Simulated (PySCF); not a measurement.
# Relaxation of singlet BiOCl

Level of theory: PySCF, PBE0, basis Bi def2-TZVP with ECP60, O def2-TZVP, Cl def2-TZVP (scalar-relativistic core potentials, no spin–orbit coupling, density fitting). A (50,194) grid was used.

A hand-made linear start, of C∞v symmetry, held to at least that symmetry:

Coordinates in bohr (charge 0 multiplicity 1):
```
Bi    0.0000    0.0000   -0.4053
O     0.0000    0.0000   -4.1470
Cl    0.0000    0.0000    4.3190
```

Optimiser trace:
| step | E − E(last) (kJ/mol) | largest gradient (Eh/bohr) |
| --- | --- | --- |
| 0 | 17.74 | 0.05643 |
| 1 | 2.12 | 0.01146 |
| 2 | 0.11 | 0.00360 |
| 3 | 0.00 | 0.00068 |
| 4 | 0.00 | 0.00019 |

It ends at C∞v with Bi–Cl 2.691 Å, Bi–O 1.914 Å; Cl–Bi–O 180.0° (after a last refinement on a finer grid). A frequency run shows 2 imaginary modes (one degenerate set), down to 197i cm⁻¹, so it is a higher-order saddle point. Other isomers or separated fragments may lie lower.

Final geometry:
```xyz
3
charge 0 multiplicity 1, angstrom
Bi    0.0000    0.0000   -0.2443
O     0.0000    0.0000   -2.1583
Cl    0.0000    0.0000    2.4472
```

Spin–orbit coupling, left out here, can matter for elements this heavy.

The relaxation took of the order of 26 core-seconds on a shared host.
